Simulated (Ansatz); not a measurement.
Reaction (atomization): `ClB1C[SiH2]1` → B• + C• + Cl• + 4 H• + Si•

Gas-phase electronic energies from Ansatz, PBE0-D4/def2-TZVP geometries. CCSD(T)/CBS adds triple-zeta CCSD(T) − MP2 to the extrapolated MP2 energy (def2 sets, frozen cores). This one scheme is used for every species, atoms too. Functionals use def2-TZVPP. B3LYP here is the variant with VWN-RPA as its local correlation; programs differ in this. Open shells (•) are unrestricted, without spin–orbit coupling. Spin–orbit coupling would lower the free atoms: a little for B, C, Cl, Si.

Task: What is ΔE at CCSD(T)/CBS? (Best estimate.)

Result: Computed: +2717.0 kJ/mol.

Task: What do these levels give: LDA (SPW92), PBE-D4, B3LYP-D4, CAM-B3LYP-D4, ωB97X-V, PBE-QIDH, PBE, BLYP, BHLYP, LC-ωPBE, CCSD(T)/def2-SVP, CCSD/CBS(def2)? (An estimate is asked.)

Result: The calculation gave: LDA (SPW92) 3123.0, PBE-D4 2791.4, B3LYP-D4 2724.5, CAM-B3LYP-D4 2729.4, ωB97X-V 2742.6, PBE-QIDH 2734.0, PBE 2774.4, BLYP 2671.8, BHLYP 2641.5, LC-ωPBE 2723.0, CCSD(T)/def2-SVP 2579.5, CCSD/CBS(def2) 2671.6 kJ/mol.

Largest T1 diagnostic among the species: 0.014.

The D4 term adds +27.7 kJ/mol with B3LYP and +14.3 kJ/mol with PBE0; it sums over pairs of atoms, weighted by their polarisabilities, and B3LYP, whose exchange is more repulsive, gets the larger term. At CCSD(T), def2-SVP lies −137.6 kJ/mol from the extrapolated value and def2-TZVPP −68.5 kJ/mol: correlation converges slowly with the basis, and small sets miss more of it in the bonded molecule than in its fragments. In def2-TZVPP, CCSD(T) changes the Hartree–Fock value by +611.6 kJ/mol (the triples alone add +45.4 kJ/mol) and MP2 by +661.7 kJ/mol; breaking electron pairs costs correlation energy, which Hartree–Fock lacks.

For atomizations the MP2-based limit and the directly extrapolated one differ by several kJ/mol either way, and by 10 to 25 for some Ge, Se and Sn compounds, so smaller differences from it don't rank the levels.
